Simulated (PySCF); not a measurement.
K(I) cation (IK), SMILES [K][I] (connectivity only; charge and spin as stated), charge +1, multiplicity 2.

Geometry optimised at PBE0-D3(BJ)/def2-TZVPD. The spin state was assumed, not searched. The def2 effective core potentials stand for the cores of I; spin–orbit coupling is left out.

Two levels are set side by side: PBE/def2-TZVPD (PySCF) and r2SCAN/def2-TZVPD (PySCF). Same geometry, gas phase. Differences are taken from unrounded values.

```csv
quantity,r2SCAN
α-spin orbital gap (eV),6.52
β-spin orbital gap (eV),0.73
```

**Question.** What does PBE give, and how far is it from r2SCAN? (The exact figures need the calculation; the answer reports its results.)

**Answer.** 
| quantity | PBE | PBE minus r2SCAN |
|---|---|---|
| α-spin orbital gap (eV) | 5.29 | -1.23 |
| β-spin orbital gap (eV) | 0.13 | -0.60 |

Rough cost on one machine, each run with all the roots and properties that it gave: r2SCAN against PBE within a factor of 2.
